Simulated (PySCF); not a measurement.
Continuum solvent and chemical shifts

Atoms are numbered as in `[CH3:1][SiH2:2][CH:3]([SiH3:4])[SiH3:5]` (H(Xn): hydrogen on atom n).

GIAO PBE0/pcSseg-1 in PySCF 2.14 on one PBE0-D3(BJ)/def2-SVP conformer, non-relativistic, equivalent nuclei averaged. Solvents enter as an IEF-PCM continuum (cyclohexane with ε = 2.0, acetonitrile with ε = 35.7) around the gas-phase geometry. Shifts are referred to TMS computed in the same medium.

Gas phase, δ in ppm: C1 -5.3, C3 -19.7, Si2 -34.3, Si4/Si5 -64.3, H(Si2) 4.18, H(Si4)/H(Si5) 4.03, H(C1) 0.29, H(C3) -1.03. Dipole moment 1.21 D.

(1) How does each δ change in the continuum?

(2) Which of the listed nuclei move most (in ppm), and what does the model miss?

## Answers

(1) 
```json
{"atoms": "C1", "environment": "methyl carbon bonded to Si", "Δδ, cyclohexane": "+0.1", "Δδ, acetonitrile": "+0.2"}
{"atoms": "C3", "environment": "sp3 CH bonded to 3 Si", "Δδ, cyclohexane": "+0.3", "Δδ, acetonitrile": "+0.7"}
{"atoms": "Si2", "environment": "silicon bonded to 2 C, 2 H", "Δδ, cyclohexane": "+0.4", "Δδ, acetonitrile": "+1.0"}
{"atoms": "Si4/Si5", "environment": "silicon bonded to C, 3 H", "Δδ, cyclohexane": "+0.2", "Δδ, acetonitrile": "+0.5"}
{"atoms": "H(Si2)", "environment": "hydrogen on a silicon bonded to 2 C", "Δδ, cyclohexane": "-0.05", "Δδ, acetonitrile": "-0.13"}
{"atoms": "H(Si4)/H(Si5)", "environment": "hydrogen on a silicon bonded to C", "Δδ, cyclohexane": "-0.03", "Δδ, acetonitrile": "-0.08"}
{"atoms": "H(C1)", "environment": "hydrogen on a methyl carbon bonded to Si", "Δδ, cyclohexane": "+0.03", "Δδ, acetonitrile": "+0.08"}
{"atoms": "H(C3)", "environment": "hydrogen on an sp3 CH bonded to 3 Si", "Δδ, cyclohexane": "+0.16", "Δδ, acetonitrile": "+0.47"}
```

Changes are relative to the gas phase. The dipole moment becomes 1.36 D in cyclohexane, 1.65 D in acetonitrile.

(2) Si2 (silicon bonded to 2 C, 2 H, +1.0 ppm) in acetonitrile. A continuum only polarises the solute; specific hydrogen bonds, the anisotropy of aromatic solvents and changes of geometry or conformer are outside it.
